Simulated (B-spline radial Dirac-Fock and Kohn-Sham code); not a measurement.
Binding energies of Au⁺ in different valence configurations

Level of theory: ΔSCF Dirac-Fock with Breit, self-energy and vacuum polarisation, finite nucleus, configuration average; an atomic code on a B-spline grid. No correlation.

Reference: the tabulated ground configuration [Xe] 4f14 5d10, with 3s 3449.8 eV, 3p3/2 2765.8 eV, 4s 784.2 eV, 4p3/2 567.3 eV, 4f7/2 97.97 eV, 5p1/2 91.21 eV, Kα1 68800.5 eV, Kβ1 77970.0 eV.

Shifts from the reference in eV.

```
    configuration  average energy     3s  3p3/2     4s  4p3/2  4f7/2  5p1/2    Kα1    Kβ1
[Xe] 4f14 5d9 6p1           +8.80  +6.04  +6.04  +6.01  +6.01  +5.96  +5.21  -0.15  -0.12
[Xe] 4f14 5d9 6s1           +2.53  +4.24  +4.22  +4.19  +4.18  +4.13  +3.35  -0.20  -0.16
```

Values without a named source are computed, but for edge energies of neutral atoms, which are taken from tables.
